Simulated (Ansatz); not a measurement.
Molecular dynamics of CH4BClO

Input:

```yaml
crystal:
  periodic: [false, false, false]
  atoms:
    - { symbol: B, position_ang: [0.023126, -0.176637, -0.091066] }
    - { symbol: Cl, position_ang: [-0.045196, -0.488422, 1.660408] }
    - { symbol: C, position_ang: [1.385727, 0.019667, -0.80407] }
    - { symbol: H, position_ang: [2.013463, -0.891342, -0.689398] }
    - { symbol: H, position_ang: [1.263395, 0.236743, -1.884367] }
    - { symbol: H, position_ang: [1.961633, 0.843768, -0.329745] }
    - { symbol: O, position_ang: [-1.136754, -0.122128, -0.768508] }
    - { symbol: H, position_ang: [-1.912194, -0.268448, -0.190555] }
basis:
  gaussian: { orbitals: def2-SVP }
hamiltonian:
  xc: lda
md:
  timestep: 0.5
  n_steps: 150
  ensemble: nvt_nose_hoover
  temperature: 100.0
  initial_velocities: maxwell_boltzmann
  seed: 892484
  nose_hoover: { tau: 300.0, chain_length: 5 }
  temperature_schedule:
    - { n_steps: 37, end_temperature: 100.0 }
    - { n_steps: 113, end_temperature: 200.0 }
```

Launched with:

```bash
$ ansatz run input.yaml --threads 1 --pin off --max-ram 2048MiB --backend cpu --events-out ev --progress --plain --runs-dir out
```

It starts from a relaxed structure.

Output, in part (one step line in 2, the closing report, with atoms numbered from 0):

```
md step     0: t =     0.00 fs  T =   100.0 K (target 100.0 K)  F+E_penalty+E_count = -16271.21428997 eV  E_kin = 0.077556 eV  conserved = -16271.13673397 eV  (25 SCF iters)
md step     2: t =     1.00 fs  T =    93.5 K (target 100.0 K)  F+E_penalty+E_count = -16271.20915682 eV  E_kin = 0.072496 eV  conserved = -16271.13666117 eV  (28 SCF iters)
md step     4: t =     2.00 fs  T =    79.1 K (target 100.0 K)  F+E_penalty+E_count = -16271.19788070 eV  E_kin = 0.061347 eV  conserved = -16271.13653365 eV  (28 SCF iters)
md step     6: t =     3.00 fs  T =    66.4 K (target 100.0 K)  F+E_penalty+E_count = -16271.18796221 eV  E_kin = 0.051488 eV  conserved = -16271.13647491 eV  (28 SCF iters)
md step     8: t =     4.00 fs  T =    59.9 K (target 100.0 K)  F+E_penalty+E_count = -16271.18296687 eV  E_kin = 0.046445 eV  conserved = -16271.13652325 eV  (28 SCF iters)
md step    10: t =     5.00 fs  T =    56.2 K (target 100.0 K)  F+E_penalty+E_count = -16271.18016479 eV  E_kin = 0.043559 eV  conserved = -16271.13660785 eV  (28 SCF iters)
md step    12: t =     6.00 fs  T =    49.2 K (target 100.0 K)  F+E_penalty+E_count = -16271.17478619 eV  E_kin = 0.038176 eV  conserved = -16271.13661353 eV  (28 SCF iters)
md step    14: t =     7.00 fs  T =    39.0 K (target 100.0 K)  F+E_penalty+E_count = -16271.16676611 eV  E_kin = 0.030265 eV  conserved = -16271.13650584 eV  (28 SCF iters)
md step    16: t =     8.00 fs  T =    33.5 K (target 100.0 K)  F+E_penalty+E_count = -16271.16238354 eV  E_kin = 0.025979 eV  conserved = -16271.13641152 eV  (22 SCF iters)
md step    18: t =     9.00 fs  T =    39.2 K (target 100.0 K)  F+E_penalty+E_count = -16271.16688843 eV  E_kin = 0.030425 eV  conserved = -16271.13647156 eV  (26 SCF iters)
md step    20: t =    10.00 fs  T =    51.8 K (target 100.0 K)  F+E_penalty+E_count = -16271.17681206 eV  E_kin = 0.040205 eV  conserved = -16271.13661867 eV  (28 SCF iters)
md step    22: t =    11.00 fs  T =    60.6 K (target 100.0 K)  F+E_penalty+E_count = -16271.18367512 eV  E_kin = 0.047014 eV  conserved = -16271.13667655 eV  (28 SCF iters)
md step    24: t =    12.00 fs  T =    60.9 K (target 100.0 K)  F+E_penalty+E_count = -16271.18383833 eV  E_kin = 0.047251 eV  conserved = -16271.13660842 eV  (28 SCF iters)
md step    26: t =    13.00 fs  T =    57.3 K (target 100.0 K)  F+E_penalty+E_count = -16271.18097305 eV  E_kin = 0.044478 eV  conserved = -16271.13652141 eV  (28 SCF iters)
md step    28: t =    14.00 fs  T =    56.3 K (target 100.0 K)  F+E_penalty+E_count = -16271.18011654 eV  E_kin = 0.043634 eV  conserved = -16271.13651353 eV  (28 SCF iters)
md step    30: t =    15.00 fs  T =    58.4 K (target 100.0 K)  F+E_penalty+E_count = -16271.18180335 eV  E_kin = 0.045255 eV  conserved = -16271.13658578 eV  (28 SCF iters)
md step    32: t =    16.00 fs  T =    58.4 K (target 100.0 K)  F+E_penalty+E_count = -16271.18189634 eV  E_kin = 0.045286 eV  conserved = -16271.13665449 eV  (28 SCF iters)
md step    34: t =    17.00 fs  T =    51.6 K (target 100.0 K)  F+E_penalty+E_count = -16271.17661722 eV  E_kin = 0.040044 eV  conserved = -16271.13662351 eV  (28 SCF iters)
md step    36: t =    18.00 fs  T =    40.8 K (target 100.0 K)  F+E_penalty+E_count = -16271.16809963 eV  E_kin = 0.031660 eV  conserved = -16271.13649601 eV  (28 SCF iters)
md step    38: t =    19.00 fs  T =    35.4 K (target 100.4 K)  F+E_penalty+E_count = -16271.16379608 eV  E_kin = 0.027439 eV  conserved = -16271.13641783 eV  (22 SCF iters)
md step    40: t =    20.00 fs  T =    40.8 K (target 102.2 K)  F+E_penalty+E_count = -16271.16809077 eV  E_kin = 0.031658 eV  conserved = -16271.13649901 eV  (21 SCF iters)
md step    42: t =    21.00 fs  T =    51.3 K (target 104.0 K)  F+E_penalty+E_count = -16271.17635294 eV  E_kin = 0.039791 eV  conserved = -16271.13663599 eV  (28 SCF iters)
md step    44: t =    22.00 fs  T =    56.9 K (target 105.8 K)  F+E_penalty+E_count = -16271.18067767 eV  E_kin = 0.044096 eV  conserved = -16271.13666423 eV  (29 SCF iters)
md step    46: t =    23.00 fs  T =    55.0 K (target 107.5 K)  F+E_penalty+E_count = -16271.17918042 eV  E_kin = 0.042694 eV  conserved = -16271.13657950 eV  (28 SCF iters)
md step    48: t =    24.00 fs  T =    51.8 K (target 109.3 K)  F+E_penalty+E_count = -16271.17658374 eV  E_kin = 0.040184 eV  conserved = -16271.13650221 eV  (28 SCF iters)
md step    50: t =    25.00 fs  T =    52.8 K (target 111.1 K)  F+E_penalty+E_count = -16271.17738775 eV  E_kin = 0.040981 eV  conserved = -16271.13651906 eV  (28 SCF iters)
md step    52: t =    26.00 fs  T =    56.9 K (target 112.8 K)  F+E_penalty+E_count = -16271.18062254 eV  E_kin = 0.044137 eV  conserved = -16271.13660881 eV  (28 SCF iters)
md step    54: t =    27.00 fs  T =    57.4 K (target 114.6 K)  F+E_penalty+E_count = -16271.18101962 eV  E_kin = 0.044481 eV  conserved = -16271.13667433 eV  (29 SCF iters)
md step    56: t =    28.00 fs  T =    49.5 K (target 116.4 K)  F+E_penalty+E_count = -16271.17484477 eV  E_kin = 0.038363 eV  conserved = -16271.13662962 eV  (28 SCF iters)
md step    58: t =    29.00 fs  T =    36.8 K (target 118.1 K)  F+E_penalty+E_count = -16271.16487580 eV  E_kin = 0.028532 eV  conserved = -16271.13650093 eV  (29 SCF iters)
md step    60: t =    30.00 fs  T =    28.8 K (target 119.9 K)  F+E_penalty+E_count = -16271.15857066 eV  E_kin = 0.022302 eV  conserved = -16271.13643371 eV  (22 SCF iters)
md step    62: t =    31.00 fs  T =    30.2 K (target 121.7 K)  F+E_penalty+E_count = -16271.15977381 eV  E_kin = 0.023439 eV  conserved = -16271.13650715 eV  (21 SCF iters)
md step    64: t =    32.00 fs  T =    36.1 K (target 123.5 K)  F+E_penalty+E_count = -16271.16442113 eV  E_kin = 0.027996 eV  conserved = -16271.13660670 eV  (28 SCF iters)
md step    66: t =    33.00 fs  T =    39.2 K (target 125.2 K)  F+E_penalty+E_count = -16271.16681631 eV  E_kin = 0.030408 eV  conserved = -16271.13659989 eV  (28 SCF iters)
md step    68: t =    34.00 fs  T =    39.7 K (target 127.0 K)  F+E_penalty+E_count = -16271.16710361 eV  E_kin = 0.030790 eV  conserved = -16271.13651664 eV  (30 SCF iters)
md step    70: t =    35.00 fs  T =    43.4 K (target 128.8 K)  F+E_penalty+E_count = -16271.16990157 eV  E_kin = 0.033644 eV  conserved = -16271.13647337 eV  (29 SCF iters)
md step    72: t =    36.00 fs  T =    53.4 K (target 130.5 K)  F+E_penalty+E_count = -16271.17770723 eV  E_kin = 0.041416 eV  conserved = -16271.13652176 eV  (28 SCF iters)
md step    74: t =    37.00 fs  T =    66.2 K (target 132.3 K)  F+E_penalty+E_count = -16271.18767336 eV  E_kin = 0.051307 eV  conserved = -16271.13661627 eV  (28 SCF iters)
md step    76: t =    38.00 fs  T =    74.5 K (target 134.1 K)  F+E_penalty+E_count = -16271.19419426 eV  E_kin = 0.057797 eV  conserved = -16271.13667086 eV  (28 SCF iters)
md step    78: t =    39.00 fs  T =    74.5 K (target 135.8 K)  F+E_penalty+E_count = -16271.19410754 eV  E_kin = 0.057778 eV  conserved = -16271.13662889 eV  (28 SCF iters)
md step    80: t =    40.00 fs  T =    69.3 K (target 137.6 K)  F+E_penalty+E_count = -16271.18993021 eV  E_kin = 0.053723 eV  conserved = -16271.13653181 eV  (28 SCF iters)
md step    82: t =    41.00 fs  T =    65.8 K (target 139.4 K)  F+E_penalty+E_count = -16271.18719735 eV  E_kin = 0.051044 eV  conserved = -16271.13650219 eV  (28 SCF iters)
md step    84: t =    42.00 fs  T =    66.2 K (target 141.2 K)  F+E_penalty+E_count = -16271.18757103 eV  E_kin = 0.051366 eV  conserved = -16271.13657806 eV  (28 SCF iters)
md step    86: t =    43.00 fs  T =    65.3 K (target 142.9 K)  F+E_penalty+E_count = -16271.18686146 eV  E_kin = 0.050617 eV  conserved = -16271.13664201 eV  (29 SCF iters)
md step    88: t =    44.00 fs  T =    58.4 K (target 144.7 K)  F+E_penalty+E_count = -16271.18148266 eV  E_kin = 0.045306 eV  conserved = -16271.13659823 eV  (29 SCF iters)
md step    90: t =    45.00 fs  T =    48.7 K (target 146.5 K)  F+E_penalty+E_count = -16271.17386632 eV  E_kin = 0.037808 eV  conserved = -16271.13650132 eV  (28 SCF iters)
md step    92: t =    46.00 fs  T =    43.3 K (target 148.2 K)  F+E_penalty+E_count = -16271.16957960 eV  E_kin = 0.033580 eV  conserved = -16271.13646172 eV  (28 SCF iters)
md step    94: t =    47.00 fs  T =    45.1 K (target 150.0 K)  F+E_penalty+E_count = -16271.17097408 eV  E_kin = 0.034940 eV  conserved = -16271.13651434 eV  (29 SCF iters)
md step    96: t =    48.00 fs  T =    50.1 K (target 151.8 K)  F+E_penalty+E_count = -16271.17499024 eV  E_kin = 0.038891 eV  conserved = -16271.13660054 eV  (27 SCF iters)
md step    98: t =    49.00 fs  T =    52.2 K (target 153.5 K)  F+E_penalty+E_count = -16271.17661051 eV  E_kin = 0.040505 eV  conserved = -16271.13662909 eV  (28 SCF iters)
md step   100: t =    50.00 fs  T =    49.4 K (target 155.3 K)  F+E_penalty+E_count = -16271.17430194 eV  E_kin = 0.038288 eV  conserved = -16271.13656110 eV  (28 SCF iters)
md step   102: t =    51.00 fs  T =    46.6 K (target 157.1 K)  F+E_penalty+E_count = -16271.17208016 eV  E_kin = 0.036174 eV  conserved = -16271.13647602 eV  (28 SCF iters)
md step   104: t =    52.00 fs  T =    50.0 K (target 158.8 K)  F+E_penalty+E_count = -16271.17470038 eV  E_kin = 0.038793 eV  conserved = -16271.13649979 eV  (29 SCF iters)
md step   106: t =    53.00 fs  T =    57.7 K (target 160.6 K)  F+E_penalty+E_count = -16271.18071510 eV  E_kin = 0.044720 eV  conserved = -16271.13661417 eV  (29 SCF iters)
md step   108: t =    54.00 fs  T =    61.4 K (target 162.4 K)  F+E_penalty+E_count = -16271.18364217 eV  E_kin = 0.047627 eV  conserved = -16271.13666464 eV  (29 SCF iters)
md step   110: t =    55.00 fs  T =    57.5 K (target 164.2 K)  F+E_penalty+E_count = -16271.18051192 eV  E_kin = 0.044602 eV  conserved = -16271.13659016 eV  (28 SCF iters)
md step   112: t =    56.00 fs  T =    51.1 K (target 165.9 K)  F+E_penalty+E_count = -16271.17542477 eV  E_kin = 0.039639 eV  conserved = -16271.13649488 eV  (28 SCF iters)
md step   114: t =    57.00 fs  T =    49.1 K (target 167.7 K)  F+E_penalty+E_count = -16271.17386188 eV  E_kin = 0.038109 eV  conserved = -16271.13648850 eV  (29 SCF iters)
md step   116: t =    58.00 fs  T =    52.2 K (target 169.5 K)  F+E_penalty+E_count = -16271.17630688 eV  E_kin = 0.040507 eV  conserved = -16271.13656351 eV  (28 SCF iters)
md step   118: t =    59.00 fs  T =    54.9 K (target 171.2 K)  F+E_penalty+E_count = -16271.17845346 eV  E_kin = 0.042616 eV  conserved = -16271.13663165 eV  (29 SCF iters)
md step   120: t =    60.00 fs  T =    52.3 K (target 173.0 K)  F+E_penalty+E_count = -16271.17638665 eV  E_kin = 0.040595 eV  conserved = -16271.13661706 eV  (29 SCF iters)
md step   122: t =    61.00 fs  T =    45.7 K (target 174.8 K)  F+E_penalty+E_count = -16271.17110718 eV  E_kin = 0.035434 eV  conserved = -16271.13652724 eV  (29 SCF iters)
md step   124: t =    62.00 fs  T =    41.6 K (target 176.5 K)  F+E_penalty+E_count = -16271.16788202 eV  E_kin = 0.032294 eV  conserved = -16271.13646776 eV  (30 SCF iters)
md step   126: t =    63.00 fs  T =    44.4 K (target 178.3 K)  F+E_penalty+E_count = -16271.17004830 eV  E_kin = 0.034429 eV  conserved = -16271.13652565 eV  (29 SCF iters)
md step   128: t =    64.00 fs  T =    49.7 K (target 180.1 K)  F+E_penalty+E_count = -16271.17426934 eV  E_kin = 0.038575 eV  conserved = -16271.13663055 eV  (29 SCF iters)
md step   130: t =    65.00 fs  T =    50.1 K (target 181.9 K)  F+E_penalty+E_count = -16271.17453506 eV  E_kin = 0.038858 eV  conserved = -16271.13664533 eV  (29 SCF iters)
md step   132: t =    66.00 fs  T =    44.2 K (target 183.6 K)  F+E_penalty+E_count = -16271.16983142 eV  E_kin = 0.034270 eV  conserved = -16271.13656109 eV  (28 SCF iters)
md step   134: t =    67.00 fs  T =    37.9 K (target 185.4 K)  F+E_penalty+E_count = -16271.16484507 eV  E_kin = 0.029382 eV  conserved = -16271.13648920 eV  (26 SCF iters)
md step   136: t =    68.00 fs  T =    36.5 K (target 187.2 K)  F+E_penalty+E_count = -16271.16376016 eV  E_kin = 0.028307 eV  conserved = -16271.13650500 eV  (23 SCF iters)
md step   138: t =    69.00 fs  T =    39.0 K (target 188.9 K)  F+E_penalty+E_count = -16271.16575245 eV  E_kin = 0.030253 eV  conserved = -16271.13657772 eV  (28 SCF iters)
md step   140: t =    70.00 fs  T =    40.1 K (target 190.7 K)  F+E_penalty+E_count = -16271.16659461 eV  E_kin = 0.031076 eV  conserved = -16271.13662519 eV  (29 SCF iters)
md step   142: t =    71.00 fs  T =    36.2 K (target 192.5 K)  F+E_penalty+E_count = -16271.16356578 eV  E_kin = 0.028110 eV  conserved = -16271.13658932 eV  (28 SCF iters)
md step   144: t =    72.00 fs  T =    30.4 K (target 194.2 K)  F+E_penalty+E_count = -16271.15890047 eV  E_kin = 0.023566 eV  conserved = -16271.13649342 eV  (28 SCF iters)
md step   146: t =    73.00 fs  T =    29.5 K (target 196.0 K)  F+E_penalty+E_count = -16271.15818319 eV  E_kin = 0.022918 eV  conserved = -16271.13644642 eV  (28 SCF iters)
md step   148: t =    74.00 fs  T =    37.0 K (target 197.8 K)  F+E_penalty+E_count = -16271.16401994 eV  E_kin = 0.028708 eV  conserved = -16271.13651847 eV  (28 SCF iters)
md step   150: t =    75.00 fs  T =    47.6 K (target 199.6 K)  F+E_penalty+E_count = -16271.17228460 eV  E_kin = 0.036903 eV  conserved = -16271.13662139 eV  (27 SCF iters)
Total energy: -16271.17231164 eV, -597.9545534561 hartree
Atom 0 at     0.033680    -0.175310    -0.083001 Å, force    -0.649870    -0.314564     0.235723 eV/Å
Atom 1 at    -0.048427    -0.477281     1.678834 Å, force     0.006722     0.063900    -0.265183 eV/Å
Atom 2 at     1.358363     0.019970    -0.816213 Å, force     0.756242     0.136313    -0.464539 eV/Å
Atom 3 at     1.835536    -0.926428    -1.157733 Å, force    -0.178280    -0.146578     0.181520 eV/Å
Atom 4 at     1.232932     0.612584    -1.743644 Å, force    -0.150071     0.094902    -0.046758 eV/Å
Atom 5 at     2.115632     0.519543    -0.194082 Å, force     0.222520     0.138920     0.225068 eV/Å
Atom 6 at    -1.112050    -0.147912    -0.788891 Å, force    -0.022812     0.064589     0.004106 eV/Å
Atom 7 at    -1.923414    -0.285406    -0.264890 Å, force     0.015549    -0.037481     0.130065 eV/Å
Dipole moment:    -0.130061    -0.006261    -0.079514 e Å
```

The run went to its last step. The conserved energy stayed within 0.041 meV per atom of its start (net change 0.014 meV per atom), so the integration is sound. The schedule's set-point averaged 167 K over the second half and the system 50 K, so it lags behind the ramp. A run of 0.075 ps of so small a system gives no equilibrium averages.

The same pairs are bonded in the first frame and the last. Pairs count as bonded within 1.25 times the sum of covalent radii (0.12 Å more for H–H).

Last frame:

```xyz
8
Properties=species:S:1:pos:R:3
B 0.034 -0.175 -0.083
Cl -0.048 -0.477 1.679
C 1.358 0.020 -0.816
H 1.835 -0.926 -1.158
H 1.233 0.613 -1.744
H 2.116 0.519 -0.194
O -1.112 -0.148 -0.789
H -1.923 -0.285 -0.265
```

Run time: 3.2 min on 1 thread of Arm Neoverse V1 (shared host), peak memory 0.14 GiB.
